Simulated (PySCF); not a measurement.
H2MgSSe.

```xyz
5

Mg     0.0626     0.3875    -0.5933
S      0.2556     1.5933    -2.5246
H      1.2054     0.7733    -3.0097
Se    -0.1433    -0.8593     1.4616
H     -1.1734    -1.6989     0.8297
```
Charge 0, spin multiplicity 1.

The structure is a stationary point at PBE0-D3(BJ)/def2-TZVP. The values are those of a single conformer.

Level of theory: PBE0/pcSseg-2 in PySCF. Non-relativistic, no solvent.

Problem. Give the absolute GIAO shielding of each atom: isotropic value and principal components (ppm). (Estimate from the structure and the level; the computed values follow.)

Solution. 
```json
[
 {"atom": "Mg1", "σ(iso)": "443.0", "σ11": "317.1", "σ22": "319.6", "σ33": "692.3", "span": "375.2"},
 {"atom": "S2", "σ(iso)": "811.8", "σ11": "769.9", "σ22": "787.3", "σ33": "878.2", "span": "108.3"},
 {"atom": "H3", "σ(iso)": "32.3", "σ11": "24.9", "σ22": "28.1", "σ33": "43.8", "span": "18.9"},
 {"atom": "Se4", "σ(iso)": "2402.1", "σ11": "2270.7", "σ22": "2327.8", "σ33": "2607.8", "span": "337.1"},
 {"atom": "H5", "σ(iso)": "32.2", "σ11": "23.0", "σ22": "26.2", "σ33": "47.5", "span": "24.5"}
]
```
